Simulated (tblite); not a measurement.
Compound: C6H5ClFOP.
Cartesian coordinates in Å at the GFN2-xTB level; atoms count from 1:
```xyz
15
C6H5ClFOP angstrom
C     -2.749   -0.703    0.201
O     -1.878    0.325   -0.199
C     -0.557    0.138    0.016
C      0.252    1.191   -0.400
C      1.627    1.200   -0.271
Cl     2.493    2.580   -0.836
C      2.352    0.156    0.290
C      1.718   -0.970    0.758
F      2.499   -1.937    1.289
P      0.017   -1.345    0.768
H     -2.527   -1.636   -0.328
H     -2.678   -0.883    1.280
H     -3.753   -0.365   -0.050
H     -0.247    2.038   -0.847
H      3.427    0.218    0.365
```

Computed values, GFN2-xTB/tblite, gas phase, harmonic and unscaled. Against measured fundamentals such values can be off by several per cent, at times by over 20. One conformer, not necessarily the lowest.

Harmonic wavenumbers (cm⁻¹): 95.2, 113.1, 176.8, 180.3, 208.3, 225.5, 243.0, 310.2, 338.0, 420.6, 450.6, 466.9, 501.1, 526.6, 560.4, 714.3, 751.0, 832.6, 857.5, 868.6, 1028.8, 1083.8, 1113.5, 1116.1, 1143.3, 1207.5, 1238.6, 1315.7, 1366.4, 1400.2, 1451.1, 1457.5, 1484.9, 1538.0, 2920.2, 2936.0, 3033.2, 3092.6, 3097.9.

A = 1283, B = 748.9, C = 474.3 MHz; mass 177.975 u (most abundant isotopes); point group Cs, symmetry number 1.

Zero-point energy?

½Σν̃ = 20933 cm⁻¹ = 59.85 kcal/mol.

Entropy at 500 K, 1 bar (ideal gas, RRHO, classical rotation)?

Translation 44.03, rotation 32.48, vibration 44.56: S = 121.1 cal/(mol K).

And Cp and H(500 K) − H(0)?

Cp = 52.11 cal/(mol K), of which vibrations give 44.16 (their classical limit is 39 R = 77.5); H(500 K) − H(0) = 15.92 kcal/mol without the zero-point energy, 11.95 from vibrations.

What must be added to the electronic energy to get the Gibbs energy at 500 K and 1 bar?

ZPE + [H(500 K) − H(0)] − T·S = 59.85 + 15.92 − 60.53 = 15.24 kcal/mol.

Which modes carry the vibrational entropy at 500 K?

95.2 cm⁻¹: 4.57; 113.1 cm⁻¹: 4.23; 176.8 cm⁻¹: 3.35; 180.3 cm⁻¹: 3.31; 208.3 cm⁻¹: 3.03; 225.5 cm⁻¹: 2.88 cal/(mol K); the other 33 give 23.19 together.

How do the functions run with temperature in this model?

```
T (K)  S (cal/(mol K))  Cp (cal/(mol K))  H − H(0) (kcal/mol)  G − H(0) (kcal/mol)  ln q(vib)
  100             69.0              17.7                 1.16                -5.74       0.82
  200             84.8              28.7                 3.50               -13.45       3.02
  300             98.2              37.8                 6.84               -22.62       5.48
  800            148.6              64.6                33.64               -85.24      17.24
 1000            163.6              69.6                47.09              -116.49      21.35
```

q(vib) and H(0) count from the zero-point level.

Hindered rotation and anharmonicity are outside this model. Other conformers, if any are populated, would add a mixing term that is left out.
